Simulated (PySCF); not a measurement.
BrO3Re, multiplicity 1. Atoms are numbered in the order given.

```xyz
5

Re     0.0000     0.0000     0.5265
O     -1.3899     0.8025     1.0985
O      1.3899     0.8025     1.0985
O      0.0000    -1.6050     1.0985
Br     0.0000     0.0000    -1.8815
```

Coordinates come from a B3LYP-D3(BJ)/def2-SVP optimisation. The multiplicity is an assumed one; other spin states were not compared. The def2 effective core potentials stand for the cores of Re; spin–orbit coupling is left out.

Calculation: PySCF with PBE/def2-TZVP.

Symmetry labels are those of the subgroup Cs that the program uses (full group C3v).

Q: List the valence orbital energies around the gap with their symmetry. (Estimate from the structure and the level; the computed values follow.)

A: 
```json
[
 {"orbital": "HOMO−7", "symmetry": "A'", "energy (eV)": "-11.56"},
 {"orbital": "HOMO−6", "symmetry": "A'", "energy (eV)": "-10.60"},
 {"orbital": "HOMO−5", "symmetry": "A'", "energy (eV)": "-9.37"},
 {"orbital": "HOMO−4", "symmetry": "A\"", "energy (eV)": "-8.90"},
 {"orbital": "HOMO−3", "symmetry": "A'", "energy (eV)": "-8.90"},
 {"orbital": "HOMO−2", "symmetry": "A\"", "energy (eV)": "-8.42"},
 {"orbital": "HOMO−1", "symmetry": "A'", "energy (eV)": "-8.42"},
 {"orbital": "HOMO", "symmetry": "A\"", "energy (eV)": "-8.41"},
 {"orbital": "LUMO", "symmetry": "A'", "energy (eV)": "-4.17"},
 {"orbital": "LUMO+1", "symmetry": "A\"", "energy (eV)": "-4.17"},
 {"orbital": "LUMO+2", "symmetry": "A'", "energy (eV)": "-3.61"},
 {"orbital": "LUMO+3", "symmetry": "A\"", "energy (eV)": "-1.61"}
]
```
